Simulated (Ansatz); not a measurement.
```yaml
crystal:
  periodic: [false, false, false]
  atoms:
    - {symbol: N, position_ang: [-0.792922, 0.760436, -1.227037]}
    - {symbol: B, position_ang: [0.071750, 0.820247, -0.147974]}
    - {symbol: Ge, position_ang: [0.539164, -0.889142, 0.909644]}
    - {symbol: H, position_ang: [-1.228119, -0.089443, -1.546536]}
    - {symbol: H, position_ang: [-1.048175, 1.568975, -1.771109]}
    - {symbol: Xx, position_ang: [0.533225, 1.885914, 0.145945]}
    - {symbol: H, position_ang: [2.049907, -1.194032, 0.876143]}
    - {symbol: H, position_ang: [-0.184531, -2.134678, 0.347449]}
    - {symbol: H, position_ang: [0.148302, -0.774678, 2.396373]}
basis:
  gaussian: {orbitals: cc-pVTZ}
hamiltonian: {xc: {name: BHLYP}, dispersion: d3bj}
accuracy: high
output: {forces: true}
```

```sh
$ ansatz run in.yaml --threads 2 --pin off --events-out ev --progress --plain --max-ram 4352MiB
```

Shortened log:

```
Error: YAML parse error: error: line 9 column 16: `Xx` is not an element symbol (H … Og, case-exact)
 7 |     - {symbol: H, position_ang: [-1.228119, -0.089443, -1.546536]}
 8 |     - {symbol: H, position_ang: [-1.048175, 1.568975, -1.771109]}
 9 |     - {symbol: Xx, position_ang: [0.533225, 1.885914, 0.145945]}
10 |     - {symbol: H, position_ang: [2.049907, -1.194032, 0.876143]}
11 |     - {symbol: H, position_ang: [-0.184531, -2.134678, 0.347449]}
```

In this input an element symbol is wrong. The input was rejected before any iteration.
